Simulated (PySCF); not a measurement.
arsenic trifluoride (AsF3), SMILES F[As](F)F.

Geometry optimised at B3LYP-D3(BJ)/def2-SVP.

Two levels are set side by side: PBE/def2-TZVPD (PySCF) and B3LYP/def2-TZVPD (PySCF). Same geometry, gas phase. Differences are taken from unrounded values.

| quantity | PBE |
|---|---|
| orbital gap (eV) | 6.46 |
| highest occupied level (eV) | -8.62 |
| lowest empty level (eV) | -2.15 |
| dipole moment (D) | 2.38 |
| mean polarisability (bohr³) | 32.1 |

**Question.** These are the PBE values. What does B3LYP give? (The exact figures need the calculation; the answer reports its results.)

**Answer.** 
| quantity | B3LYP | PBE minus B3LYP |
|---|---|---|
| orbital gap (eV) | 8.29 | -1.82 |
| highest occupied level (eV) | -9.88 | 1.27 |
| lowest empty level (eV) | -1.60 | -0.56 |
| dipole moment (D) | 2.61 | -0.24 |
| mean polarisability (bohr³) | 30.6 | 1.5 |

PBE's occupied levels lie high since its potential decays too fast outside the molecule; exact exchange lowers them and widens the gap. PBE's more diffuse valence density responds more strongly to a field. Differences between two approximate levels are no errors against the true value.

Rough cost on one machine, each run with all the roots and properties that it gave: B3LYP against PBE within a factor of 2.
